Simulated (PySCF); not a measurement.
TiOF2, SMILES [F][Ti]([F])=[O], multiplicity 1. Atoms are numbered in the order given.

```xyz
4

Ti     0.1267    -0.0324     0.0000
O     -0.1161    -1.6075     0.0000
F     -0.1033     0.7540     1.5782
F     -0.1033     0.7540    -1.5782
```
Charge 0, spin multiplicity 1.

Geometry optimised at B3LYP-D3(BJ)/def2-SVP. The multiplicity is an assumed one; other spin states were not compared.

All values below come from PBE/pcSseg-2 (PySCF).

GIAO shieldings, no solvent; atoms alike by connectivity are averaged. δ = σ(ref) − σ: ¹⁷O against H2O (σ = 327.5 ppm); ¹⁹F against CFCl3 (σ = 132.0 ppm), references at their B3LYP-D3(BJ)/def2-TZVP geometries, non-relativistic.

Estimate the chemical shifts. (Estimate from the structure and the level; the computed values follow.)


| nucleus | atoms | count | δ (ppm) |
|---|---|---|---|
| ¹⁷O | O2 | 1 | 1169.5 |
| ¹⁹F | F3, F4 | 2 | 272.1 |
